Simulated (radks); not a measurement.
Ir2+, 75 electrons, occupied as [Xe] 4f14 5d7 (the NIST ground configuration). All-electron calculation, non-relativistic Kohn-Sham, r2SCAN, spin-polarised, spherical densities, point nucleus; open shells are filled with parallel spins first (spin-orbit coupling, left out, can overturn this in heavy ions); meta-GGA in the generalised Kohn-Sham scheme; relativity is left out, which matters for an element this heavy. Program: a radial shooting solver on a logarithmic mesh with Libxc functionals.

Normalised radial functions P(r) = r R(r), r in bohr:

r	5d down
0.001005	0.0000
0.00134	0.0000
0.001774	0.0000
0.002366	0.0000
0.003155	0.0001
0.004208	0.0002
0.005613	0.0005
0.007426	0.0012
0.009905	0.0026
0.01321	0.0056
0.01762	0.0119
0.0235	0.0243
0.03109	0.0466
0.04147	0.0855
0.05531	0.1438
0.07378	0.2149
0.0984	0.2704
0.1302	0.2582
0.1736	0.1234
0.2316	-0.1274
0.3089	-0.3652
0.412	-0.3888
0.5495	-0.1032
0.7271	0.3491
0.9697	0.7431
1.293	0.8727
1.725	0.7419
2.301	0.4898
3.044	0.2542
4.06	0.0930
5.416	0.0218

5d down: eigenvalue -23.768 eV, 2 radial nodes at r = 0.202, 0.588 bohr, <r> = 1.60 bohr, 90 % of the charge inside 2.46 bohr.
